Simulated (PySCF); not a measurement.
CH6F2OSi2, SMILES OC([SiH2]F)[SiH2]F. Geometry optimised at ωB97X-D3(BJ)/def2-SVP. The structure was generated by enumeration, and PubChem lists no compound with its InChIKey, so it may never have been made. Other conformers were not sampled.

Computed equilibrium geometry at ωB97X-D3(BJ)/def2-SVP (PySCF confirms it by a frequency run) as a Z-matrix, and its point group (one conformer of several):
point group Cs.
```
C
H 1 1.1068
O 1 1.4391 2 106.37
H 3 0.9653 1 108.08 2 180.00
Si 1 1.8796 2 105.97 3 118.14
F 5 1.6271 1 110.07 2 -49.15
H 5 1.4874 6 107.90 1 -121.38
H 5 1.4890 7 111.33 6 118.04
Si 1 1.8796 2 105.97 3 -118.14
F 9 1.6271 1 110.07 2 49.15
H 9 1.4874 10 107.90 1 121.38
H 9 1.4890 11 111.33 10 -118.04
```
